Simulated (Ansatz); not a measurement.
**Ligand exchange: C3H7Br + AuCl → C3H7Cl + AuBr**

Species: C3H7Br `CC(C)Br`, singlet; AuCl (gold monochloride), singlet; C3H7Cl (2-chloropropane) `CC(C)Cl`, singlet; AuBr (bromogold), singlet. The partners trade Br for Cl: C–Br and Au–Cl bonds give way to C–Cl and Au–Br.

Shapes, held fixed at every level: PBE0-D4/def2-TZVP. Programs: Ansatz 0.2.0. The zero-point and thermal change to 298 K, harmonic and unscaled (PBE0-D4/def2-TZVP), is +0.7 kJ/mol.

| level | kind | ΔH(298 K) (kJ/mol) | less CCSD(T)/def2-TZVPP |
| --- | --- | --- | --- |
| HF/def2-SVP | Hartree–Fock | -36.6 | -8.2 |
| HF/def2-TZVPP | Hartree–Fock | -37.3 | -8.9 |
| PBE0-D4/def2-TZVPP | global hybrid | -31.3 | -2.9 |
| wB97X-V/def2-TZVPP | range-separated hybrid | -30.4 | -2.0 |
| MP2/def2-SVP | perturbation theory | -38.9 | -10.5 |
| CCSD(T)/def2-SVP | coupled cluster or CI | -36.0 | -7.6 |
| CCSD/def2-TZVPP | coupled cluster or CI | -29.5 | -1.1 |
| CCSD(T)/def2-TZVPP | coupled cluster or CI | -28.4 | 0.0 |

The highest level, CCSD(T)/def2-TZVPP, gives ΔH(298 K) = -28.4 kJ/mol; the levels span -38.9 to -28.4. The column of differences is taken from that level and isn't an error. No measured value is set beside it here. T1 is large for AuCl (0.025), AuBr (0.022), so single-reference values are less sure there. For atoms past krypton def2 sets carry core potentials with scalar relativity. Relativity is left out for Br. Outer-core shells of Au, Br are correlated in most correlated rows, in sets that cover them unevenly.
